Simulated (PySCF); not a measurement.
Identify the compound

The spectra below were simulated for a compound C5H11N3Si.

¹H NMR (300 MHz, computed): δ 6.54 (m, 2H), 6.38 (m, 2H), 5.02 (t, 1H), 3.48 (d, 2H), 0.55 (br s, 4H).

¹³C{¹H} NMR (computed): δ 122.2, 114.7, 40.5.

Calculated, not measured (PySCF 2.14): shielding tensors at PBE0/pcSseg-1 (GIAO), GFN2-xTB structure. Rapidly exchanging positions averaged, relativity neglected, a single conformation, in vacuum.

Scale: ¹H, ¹³C against TMS (reference shieldings calculated alike).

**Question.** Which candidate is it?
A. C[Si](C)(C)n1cnnc1
B. N[SiH](N)Cn1cccc1
C. Cc1cnnn1[SiH](C)C
D. C[Si](C)(C)n1ccnn1
E. Cc1ncnn1[SiH](C)C

**Answer.** B. 

1. The formula gives 3 degrees of unsaturation (1 ring in the answer).
2. 3 carbon signals for 5 carbons: some carbons are equivalent by symmetry or fast rotation.
3. Carbon types of the structure: 4 × CH, 1 × CH2, leaving 5 H on heteroatoms.
4. δC 122.2: aromatic CH next to a ring nitrogen.
5. δC 114.7: aromatic CH.
6. δC 40.5: sp3 CH2 bonded to N and Si; the inductive effect lowers its shielding.
7. δH 6.54: hydrogen on an aromatic CH next to a ring nitrogen; ring-current deshielding.
8. δH 3.48: hydrogen on an sp3 CH2 bonded to N and Si; its carbon carries N, an electronegative neighbour.

The others: Cc1cnnn1[SiH](C)C would give 4 carbon signals, not 3; C[Si](C)(C)n1cnnc1 would give 2 carbon signals, not 3; Cc1ncnn1[SiH](C)C would give 4 carbon signals, not 3; C[Si](C)(C)n1ccnn1 would give 3 signals for carbon-bound and other non-exchanging H, not 4.

The OH or NH signal is concentration- and solvent-dependent in practice; the value given is the gas-phase one. Shifts are as computed. Against solution values, carbons near 30 ppm lie about +3 ppm off and those near 130 ppm about +5 ppm. Of 1309 compounds with measured shifts, 239 miss one by over three times the rms of a fit or turn the order of signals round; such compounds aren't used in these exercises. No couplings were computed; multiplicities are counted from neighbouring protons, with m where these are inequivalent, close in shift, in a saturated or five-membered ring or joined by F or P, and br s for small geminal =CH2 splittings.
